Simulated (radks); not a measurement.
Removal energies from the platinum ion Pt7+, [Xe] 4f14 5d3, by Delta-SCF beside the eigenvalue of the level emptied. Calculated with a radial shooting solver on a logarithmic mesh with Libxc functionals: scalar-relativistic Kohn-Sham, BLYP, spin-polarised, spherical densities, finite nucleus; Fermi nuclear charge, rms radius of each element as measured or else 0.836 A^(1/3) + 0.57 fm. Open shells are filled with parallel spins first.

| removed from | final configuration | Delta-SCF (eV) | -eigenvalue (eV) |
|---|---|---|---|
| 5d | [Xe] 4f14 5d2 | 109.14 | 100.82 |
| 5p | [Kr] 4d10 4f14 5s2 5p5 5d3 | 164.83 | 155.27 |
| 4f | [Xe] 4f13 5d3 | 191.42 | 175.41 |
| 5s | [Kr] 4d10 4f14 5s1 5p6 5d3 | 213.96 | 203.48 |
